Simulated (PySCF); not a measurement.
TlP, PBE0: how much the basis matters

PySCF, UKS reference; triplet, unpaired electrons π ↑↑; De to Tl + P without counterpoise correction.

| basis | relativity | functions | Re (Å) | ωe (cm⁻¹) | De (eV) | μ (D) |
| --- | --- | --- | --- | --- | --- | --- |
| def2-SVP | scalar-relativistic core potentials | 44 | 2.736 | 236 | 1.81 | -2.66 |
| def2-SVPD | scalar-relativistic core potentials | 56 | 2.736 | 237 | 1.90 | -2.79 |
| x2c-TZVPPall | spin-free X2C | 125 | 2.701 | 236 | 1.90 | -2.80 |

Q: How does each smaller set differ from the one with most functions, x2c-TZVPPall?

A: def2-SVP: +3.5 pm, +0.0 % in ωe, -0.09 eV in De; def2-SVPD: +3.5 pm, +0.4 % in ωe, +0.00 eV in De. All at PBE0; the set with most functions is neither the basis-set limit nor always the best. The rows treat relativity differently, so the differences are not basis effects alone.

A positive dipole means Tl(−)P(+). Spin–orbit coupling is left out, which matters for elements this heavy, above all for dissociation energies. The state was picked by a PBE0 search and need not be the measured ground state.
